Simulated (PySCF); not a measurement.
CH₈O₃Si₂, SMILES CO[Si@@H](O)[SiH2]O.

Geometry optimised at PBE0-D3(BJ)/def2-SVP. The structure was generated by enumeration; whether it is a known compound was not checked. One conformer was computed; it need not be the lowest.

Two levels are set side by side: TDA-PBE/def2-SVPD (PySCF) and TDA-ωB97X/def2-SVPD (PySCF). Vertical, same geometry. The lowest singlet is HOMO→LUMO 95 % with PBE and HOMO→LUMO 91 % with the other functional; states are paired by order. Differences are taken from unrounded values.

```csv
quantity,TDA-ωB97X,TDA-PBE,TDA-PBE minus TDA-ωB97X
lowest singlet excitation (eV),6.48,5.63,-0.84
lowest triplet excitation (TDA) (eV),5.78,5.05,-0.73
```

A lower first singlet is the usual sign of a functional without exact exchange. Differences between two approximate levels are no errors against the true value.

Rough cost on one machine, each run with all the roots and properties that it gave: TDA-ωB97X against TDA-PBE about 5 times.
